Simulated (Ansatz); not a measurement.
Molecule: C₂HCl₂, charge 0, multiplicity 2. It need not be the lowest isomer of its formula. 
Structure (B3LYP-D3(BJ)/def2-TZVP (Ansatz, an electronic-structure program) minimum search):
```xyz
5

Cl     1.8097     0.2068    -0.0684
C      0.5874    -0.9103    -0.0321
C     -0.7180    -0.9144     0.0187
Cl    -1.6873     0.5446     0.0713
H     -1.2975    -1.8252     0.0320
```
Charge 0, spin multiplicity 2.

Quantity: atomisation energy (electronic, to ground-state atoms), in kJ/mol. Valence correlation only, unless marked. Open shells are spin-unrestricted. No spin-orbit coupling. Non-relativistic. The coupled-cluster limit lacks core correlation, which all-electron functionals hold. CBS(X,Y): correlation extrapolated as X^-3; Hartree-Fock from the larger set.

The UHF reference is spin-contaminated (<S^2> 0.22 over the pure value in the largest basis). 

```
level                                        program  atomisation energy (kJ/mol)
------------------------------------  --------------  ---------------------------
PBE-D3(BJ)/def2-TZVPD                 Ansatz + dftd3                          [?]
PBE0/STO-3G                                   Ansatz                       1877.1
BHLYP-D3(BJ)/def2-TZVPD               Ansatz + dftd3                       1609.7
CAM-B3LYP/def2-TZVPD                          Ansatz                       1680.5
B2GP-PLYP-D4/def2-TZVPD               Ansatz + dftd4                          [?]
CCSD(T)/CBS(cc-pV(T+d)Z,cc-pV(Q+d)Z)          Ansatz                          [?]
```

What belongs in the gaps?


- PBE-D3(BJ)/def2-TZVPD, atomisation energy (kJ/mol): 1817.3
- B2GP-PLYP-D4/def2-TZVPD, atomisation energy (kJ/mol): 1671.5
- CCSD(T)/CBS(cc-pV(T+d)Z,cc-pV(Q+d)Z), atomisation energy (kJ/mol): 1687.6
